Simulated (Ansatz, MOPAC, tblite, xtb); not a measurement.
# CH3BClFO (SMILES OC(F)BCl): methods side by side

CH3BClFO has 8 atoms, charge 0, and is taken as a singlet. SMILES: `OC(F)BCl`. Geometry: relaxed at PBE0-D4/def2-TZVP. This is one conformer, not always the lowest.

```xyz
8

O    -0.0455    0.3469    1.3957
C     0.4589    0.0588    0.1473
F     1.3151   -1.0454    0.2092
B    -0.7672   -0.3567   -0.7747
Cl   -1.1057    0.5411   -2.2172
H     0.6205    0.8024    1.9202
H     1.0732    0.8775   -0.2466
H    -1.4572   -1.2816   -0.4899
```

Each level gives the dipole moment (D). The values are calculated.

| level | kind | program | value (D) |
| --- | --- | --- | --- |
| PM7 | semi-empirical | MOPAC | 1.37 |
| GFN2-xTB | semi-empirical | xtb | 1.99 |
| GFN0-xTB | semi-empirical | xtb | 2.12 |
| IPEA1-xTB | semi-empirical | tblite | 2.52 |
| HF/STO-3G | Hartree–Fock | Ansatz | 1.51 |
| HF/3-21G | Hartree–Fock | Ansatz | 2.09 |
| HF/def2-SVP | Hartree–Fock | Ansatz | 1.96 |
| SVWN5/6-31G* (spherical functions) | LDA | Ansatz | 1.89 |
| SVWN5/aug-cc-pVDZ | LDA | Ansatz | 1.78 |
| PBE/6-31G | GGA | Ansatz | 2.08 |

The values span 1.37 to 2.52 D. Sets without polarisation functions give poor dipoles.
